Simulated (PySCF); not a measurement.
Compound: C6H13S (doublet state).
Z-matrix (Å and degrees, GFN2-xTB geometry), rows numbered from 1:
```
C 
C   1  1.4254
S   2  1.9435  1  109.58
C   3  1.8345  2  104.36  1    94.22
C   4  1.5213  3  111.05  2    67.51
C   4  1.5251  3  112.90  2   -59.86
C   6  1.5226  4  112.70  3   -58.65
H   1  1.0738  2  120.01  3    80.13
H   1  1.0741  2  121.17  3   -85.83
H   2  1.0861  1  114.41  3  -112.08
H   2  1.0850  1  115.44  3   116.26
H   4  1.0946  3  101.23  2  -176.48
H   5  1.0885  4  111.15  3   -70.99
H   5  1.0886  4  109.98  3   169.47
H   5  1.0874  4  110.39  3    49.59
H   6  1.0921  4  109.35  3    63.90
H   6  1.0937  4  107.79  3  -179.60
H   7  1.0876  6  110.39  4    59.33
H   7  1.0879  6  110.48  4   -60.39
H   7  1.0874  6  110.41  4   179.49
```

The hyperfine couplings belong to this conformer and change with its torsions.

The species is `[CH2]CS[C@H](C)CC` [radical].

Method: UKS B3LYP, pcH-1 on C H S, non-relativistic, mean-field spin-orbit, GIAO (PySCF 2.14.0). Geometry: GFN2-xTB, one conformer, isolated molecule. Couplings are sensitive to structure, and on GFN2-xTB geometries they can be far from those on DFT ones. Stability of the SCF solution: not tested.

Task: Break the g tensor into its mass correction, gauge correction and orbital-Zeeman/spin–orbit terms.

Result: 
```csv
Δg (ppm),1,2,3
relativistic mass correction,-168,-168,-168
gauge correction,8,4,12
orbital Zeeman/spin–orbit,-686,215,2602
total,-845,51,2446
```

So g = 2.00147, 2.00237, 2.00477 and g_iso = 2.00287; the tensor is rhombic: the two nearest values differ by 27 % of g3 − g1. 

Task: What are the electron Larmor frequencies g μB B/h along the three axes at 1200 mT?

Result: 33.6157, 33.6308, 33.6710 GHz for g1, g2 and g3, a range of 55.3 MHz.

Task: What effective moment and Curie constant follow for a powder?

Result: With the mean of g² = 4.0115 and S(S+1) = 0.75: μ_eff = √(⟨g²⟩S(S+1)) = 1.735 μB and χT = 0.12505·⟨g²⟩·S(S+1) = 0.376 cm³ K/mol (cgs; spin-Hamiltonian part alone).

Task: At 33.939 GHz, how far is the centre of the isotropic spectrum from where a free electron (g = 2.002319) resonates?

Result: B = hν/(g μB) with μB/h = 13.99624 MHz/mT gives 1211.03 mT for the free electron and 1210.69 mT at g_iso, 0.33 mT lower.

Task: In a frozen sample, at which fields do the three g values resonate at 9.5, 34, 94 and 263 GHz (hyperfine left aside), and which band first spreads them over more than twice a line width of 1.0 mT?

Result: 
```tsv
band	GHz	B(g3) mT	B(g2) mT	B(g1) mT	spread mT
X	9.5	338.57	338.97	339.13	0.56
Q	34.0	1211.72	1213.17	1213.72	1.99
W	94.0	3350.06	3354.07	3355.57	5.51
J	263.0	9373.04	9384.25	9388.46	15.41
```

The spread grows in proportion to the frequency. W band is the first where it exceeds 2.0 mT.

Largest spin populations (Mulliken): C1 (+0.96), S3 (+0.20) and C2 (-0.11). The positive populations add up to 1.19 and the negative ones to -0.19, together 2S = 1. The angles at C1 add up to 358.6°, so it is planar; its axial dipolar tensor and the negative couplings of its protons fit spin in a p orbital normal to that plane.

The HOMO–LUMO gaps are 6.17 eV among the α and 4.01 eV among the β orbitals.
